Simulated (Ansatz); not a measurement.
Compare A (`N[SiH2][SiH2]C=O`) with its isomer B (`N=C(O)[SiH2][SiH3]`).

Gas-phase electronic energies from Ansatz, PBE0-D4/def2-TZVP geometries. CCSD(T)/CBS adds triple-zeta CCSD(T) − MP2 to the extrapolated MP2 energy (def2 sets, frozen cores). DFT in def2-TZVPP. B3LYP here is the variant with VWN-RPA as its local correlation; programs differ in this. One conformer a species, not always the lowest.

**Question.** Which isomer does CCSD(T)/CBS put lower? Give the gap. (An estimate is asked.)

**Answer.** The calculation gave: A, by 7.7 kcal/mol.

**Question.** Give E(B) − E(A) in kcal/mol with B2PLYP, CCSD/def2-TZVPP, PBE-D4, B3LYP-D4, MP2/def2-TZVPP, CCSD(T)/def2-TZVPP, r2SCAN-D4. (Estimate.)

**Answer.** Ansatz gave: B2PLYP 7.8, CCSD/def2-TZVPP 7.8, PBE-D4 5.3, B3LYP-D4 7.4, MP2/def2-TZVPP 7.5, CCSD(T)/def2-TZVPP 7.0, r2SCAN-D4 5.9. None reverses the order clearly.

Largest T1 diagnostic: 0.015.

In def2-TZVPP, CCSD(T) changes the Hartree–Fock value by −2.7 kcal/mol (the triples alone add −0.8 kcal/mol) and MP2 by −2.1 kcal/mol.
